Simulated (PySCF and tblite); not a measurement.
Results of a calculation; reference values are marked as such.
Stationary points of C$_{7}$H$_{6}$Se at GFN2-xTB, in Å:

Structure A

```
 1 Se    3.233    0.133    1.579
 2 C     2.312    0.025    0.090
 3 C     0.851    0.008    0.011
 4 C     0.139    1.198   -0.104
 5 C    -1.241    1.178   -0.181
 6 C    -1.925   -0.025   -0.142
 7 C    -1.222   -1.212   -0.022
 8 C     0.159   -1.199    0.055
 9 H     2.844   -0.034   -0.857
10 H     0.675    2.135   -0.128
11 H    -1.784    2.108   -0.269
12 H    -3.003   -0.038   -0.201
13 H    -1.749   -2.154    0.014
14 H     0.711   -2.122    0.155
```

Structure B

```
 1 Se    3.377    1.296    0.456
 2 C     2.281   -0.071    0.217
 3 C     0.857   -0.025    0.081
 4 C     0.141    1.178    0.127
 5 C    -1.230    1.185   -0.008
 6 C    -1.918   -0.006   -0.191
 7 C    -1.226   -1.207   -0.239
 8 C     0.147   -1.221   -0.105
 9 H     2.723   -1.063    0.165
10 H     0.685    2.100    0.269
11 H    -1.770    2.120    0.029
12 H    -2.993    0.002   -0.297
13 H    -1.762   -2.133   -0.382
14 H     0.687   -2.157   -0.143
```

Level: B3LYP/pcSseg-1 + D3(BJ), IEF-PCM cyclohexane on GFN2-xTB stationary points, with GFN2-xTB thermal terms.

Problem. Which structure is a saddle point, and along which motion?

Solution. A: one imaginary mode (122i cm⁻¹ at GFN2-xTB, mostly on C2, H9, Se1), along the rotation about the C3–C2 bond (torsion C4–C3–C2–Se1 from 0° to 180°, rising).

Problem. Give their symmetry and energies above the lowest.

Solution. A Cs, 9.8 kcal/mol; B Cs, 0.0 kcal/mol.

Spin–orbit effects of heavy atoms on shieldings are missing.
